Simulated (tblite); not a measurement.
C₆H₈F (doublet state).
Numbering: `[CH3:1][C:2]1=[C:3]([CH:4][F:5])[CH2:6][CH2:7]1` (hydrogens: H8, H9, H10 on C1; H11 on C4; H12, H13 on C6; H14, H15 on C7)

Structure used (GFN2-xTB), in Å, numbered top down from 1:
```
atom  x, y, z in Å
C1     1.5417   -1.1876   -0.3791
C2     0.5520   -0.1292   -0.1074
C3    -0.8219   -0.1120    0.1230
C4    -1.8191   -1.0299    0.2172
F5    -1.5774   -2.3513    0.0690
C6    -0.8484    1.3938    0.2599
C7     0.6803    1.3599    0.0189
H8     2.3110   -1.2055    0.3965
H9     1.0551   -2.1590   -0.4143
H10    2.0496   -1.0087   -1.3298
H11   -2.8561   -0.8132    0.4120
H12   -1.4199    1.9078   -0.5102
H13   -1.1524    1.7596    1.2383
H14    1.2823    1.7024    0.8624
H15    1.0189    1.8809   -0.8782
```

Computed with GFN2-xTB (tblite): harmonic, unscaled wavenumbers at the GFN2-xTB geometry, gas phase. The method is semi-empirical: single wavenumbers can be off by several per cent or more. One conformer, not necessarily the lowest. Open shells enter through the occupations alone, without spin polarisation, and single modes of such species can be off by tens of per cent.

Harmonic wavenumbers (cm⁻¹): 74.1, 118.8, 143.0, 226.9, 247.6, 318.7, 451.4, 454.5, 610.3, 704.1, 783.1, 793.7, 949.1, 961.6, 1009.9, 1014.7, 1050.9, 1082.4, 1118.2, 1135.0, 1196.5, 1208.5, 1217.3, 1288.4, 1391.2, 1442.4, 1445.5, 1454.6, 1464.2, 1482.0, 1574.4, 2945.3, 2951.0, 2971.2, 2975.8, 3004.3, 3014.6, 3050.7, 3105.5.

A = 3963, B = 2239, C = 1470 MHz; mass 99.061 u (most abundant isotopes); point group Cs, symmetry number 1; spin multiplicity 2.

What is the zero-point energy?

½Σν̃ = 26216 cm⁻¹ = 313.61 kJ/mol.

Give the ideal-gas entropy at 298.15 K and 1 bar in the rigid-rotor, harmonic-oscillator model (classical rotation).

Translation 166.17, rotation 115.49, vibration 77.56, spin (R ln 2) 5.76: S = 365.0 J/(mol K).

And Cp and H(298.15 K) − H(0)?

Cp = 121.01 J/(mol K), of which vibrations give 87.75 (their classical limit is 39 R = 324.3); H(298.15 K) − H(0) = 22.68 kJ/mol without the zero-point energy, 12.76 from vibrations.

What must be added to the electronic energy to get the Gibbs energy at 298.15 K and 1 bar?

ZPE + [H(298.15 K) − H(0)] − T·S = 313.61 + 22.68 − 108.82 = 227.47 kJ/mol.

Blend soft modes into free rotors: weight 1/[1 + (100 cm⁻¹/ν̃)⁴] for the oscillator and the rest for a rotor with moment μB/(μ + B), μ = h/(8π²ν), B = 10⁻⁴⁴ kg m². What vibrational entropy results?

73.96 J/(mol K) in place of 77.56, which changes −T·S at 298.15 K by +1.07 kJ/mol.

Hindered rotation and anharmonicity are outside this model. Other conformers, if any are populated, would add a mixing term that is left out.
